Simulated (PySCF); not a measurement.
CH₃Zn, SMILES [Zn][CH3] (connectivity only; charge and spin as stated), neutral, multiplicity 2. Atoms are numbered in the order given.

```xyz
5

Zn     0.0000     0.0000    -0.4965
C      0.0000     0.0000     1.5394
H      0.8963     0.5175     1.8864
H      0.0000    -1.0349     1.8864
H     -0.8963     0.5175     1.8864
```
Charge 0, spin multiplicity 2.

Geometry: TPSSh-D3(BJ)/def2-TZVP. The multiplicity is an assumed one; other spin states were not compared. The isomer is the one that the SMILES or the coordinates give; other isomers of the formula were not compared.

All values below come from TPSSh-D3(BJ)/def2-TZVP in PySCF.

Frequencies are harmonic and unscaled.

Modes within 1.5 cm⁻¹ of each other (mostly degenerate sets) share a row, with their intensities summed.

Computed normal modes with their intensities:
```csv
mode,ν (cm⁻¹),IR (km/mol),moving atoms (share of kinetic energy)
1,425,7.6,"C 68 %, Zn 19 %, H 13 %"
2–3,598,1.8,"H 88 %, C 12 %"
4,1102,12.5,"H 85 %, C 15 %"
5–6,1450,5.8,H 94 %
7,3027,17.7,H 98 %
8–9,3127,21.9,"H 91 %, C 9 %"
```
